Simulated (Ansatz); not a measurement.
Geometry optimisation, RKS PBE0-D4/def2-SVP in Ansatz.

The input (input.yaml):

```yaml
crystal:
  periodic: [false, false, false]
  atoms:
    - { symbol: W, position_ang: [0.0, 0.0, 0.0] }
    - { symbol: H, position_ang: [0.0, 0.0, 2.07] }
    - { symbol: F, position_ang: [1.85, 0.0, 0.0] }
    - { symbol: H, position_ang: [0.0, 1.72, 0.0] }
    - { symbol: F, position_ang: [-1.85, 0.0, 0.0] }
    - { symbol: O, position_ang: [0.0, -1.94, 0.0] }
    - { symbol: H, position_ang: [0.3816, -2.2771, 0.8723] }
    - { symbol: F, position_ang: [0.0, 0.0, -1.85] }
    - { symbol: O, position_ang: [1.4721, 1.5335, 0.7063] }
    - { symbol: H, position_ang: [2.2027, 1.0805, 1.2365] }
    - { symbol: H, position_ang: [0.7317, 0.7622, 1.9256] }
basis:
  gaussian: { orbitals: def2-SVP }
hamiltonian:
  xc: pbe0
  dispersion: d4
relax:
  f_tol: 0.15
  max_steps: 25
  restrain:
    - { distance: [0, 8], at: 1.94, k: 30.0 }
    - { distance: [10, 1], at: 0.66, k: 30.0 }
    - { distance: [0, 1], at: 2.92, k: 30.0 }
    - { distance: [10, 8], at: 2.21, k: 30.0 }
output:
  orbitals: {}
```

Command:

```bash
$ ansatz run input.yaml --threads 4 --pin off --max-ram 5120MiB --backend cpu --events-out ev --progress --plain --runs-dir out
```

Problem. Where does it end, and by what steps?

Solution. The forces met the threshold. The restraints hold the end off the free minimum. After 14 steps the energy has fallen by 7.933 eV (the restraints' own energy left out); F3 moved furthest, 0.97 Å. The start is strongly strained (largest force component 12 eV/Å), so its close contacts needn't be bonds. Parted: W1–H2 (2.07 → 2.93 Å), W1–H11 (2.20 → 2.96 Å). Joined: H2–H11 (1.07 → 0.72 Å).

```csv
step,energy less start (eV),largest force component (eV/Å),accepted
0,0.0000,12.069,yes
1,-2.3908,7.933,yes
2,-4.0145,4.663,yes
3,-5.9114,1.747,yes
4,-6.6088,2.407,yes
5,-7.0959,1.375,yes
6,-7.3465,2.207,yes
7,-7.6414,2.474,yes
8,-7.8122,1.111,yes
9,-7.8877,1.203,yes
10,-7.9104,1.061,yes
11,-7.9161,1.324,yes
12,-7.9287,1.325,yes
13,-7.9278,1.357,no
14,-7.9334,1.343,yes
```

```xyz
11
Properties=species:S:1:pos:R:3
W 0.192 0.067 -0.278
H -0.221 0.337 2.614
F 1.926 -0.663 -0.703
H -0.579 1.318 0.540
F -1.621 -0.158 -0.673
O 0.038 -1.457 0.761
H 0.688 -2.161 0.893
F 0.314 0.726 -1.995
O 1.415 1.190 0.698
H 2.317 0.873 0.514
H 0.320 0.807 2.589
```

Run time: 40 s on 4 threads of Arm Neoverse V2, with other jobs on the host, peak memory 0.33 GiB.
